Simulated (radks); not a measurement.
The numbers below are computed, except where a source is named.
Numerical settings for the barium ion Ba+, [Xe] 6s1. Code: a radial shooting solver on a logarithmic mesh with Libxc functionals. Model: Dirac Kohn-Sham, PBE, spin-unpolarised, spherical densities, finite nucleus; Fermi nuclear charge, rms radius 4.8378 fm. The defaults (mesh step 0.008 in ln r, mesh end at 40 bohr or more with all orbitals vanishing there, Anderson mixing 0.5 over 9 steps, residual threshold near 1e-9 with the energy settled to 1e-9 hartree or 1e-11 of itself, here a cap of 90 iterations) give E = -8138.7945 hartree and 6s1/2 at -7.582 eV in 13 iterations. Run on one thread of a shared host, so times are rough (Arm Neoverse V1): 0.13 s of CPU time, 0.13 s wall, 13 iterations on 2360 mesh points. Changes against that run (0 stands for a change within the tolerance of the run):

| setting | iterations | converged | E (mhartree) | e(6s1/2) (meV) | CPU (s) |
|---|---|---|---|---|---|
| mesh step in ln r 0.012 | 13 | yes | 0 | 0 | 0.09 |
| mesh step in ln r 0.2 | 4 | no | diverged | - | 0.01 |
| mesh step in ln r 0.003 | 15 | yes | 0 | 0 | 0.35 |
| mesh end (bohr) 3 | 13 | level above zero | +3.18e+03 | +5.77e+04 | 0.1 |
| mesh end (bohr) 12 | 13 | yes | +0.107 | +7.81 | 0.12 |
| residual threshold 1e-13 | 27 | yes | 0 | 0 | 0.19 |
| residual threshold 0.01 | 8 | yes | 0 | +0.529 | 0.09 |
| mixing 1.5 | 14 | yes | 0 | 0 | 0.13 |
| linear mixing, mixing 0.8 | 29 | yes | 0 | 0 | 0.24 |
| linear mixing, mixing 0.05 | 90 | no | +0.00597 | -29.8 | 0.71 |
| mixing history 3 | 15 | yes | 0 | 0 | 0.14 |
| iteration cap 8 | 8 | no | 0 | +0.142 | 0.08 |

Settled on a wrong energy, with an occupied level pushed above zero by the early mesh end: mesh end (bohr) 3 (+3.18 hartree). Apart from these: no run marked as converged misses the energy by more than 1 mhartree. A mesh that ends early acts as a hard wall.
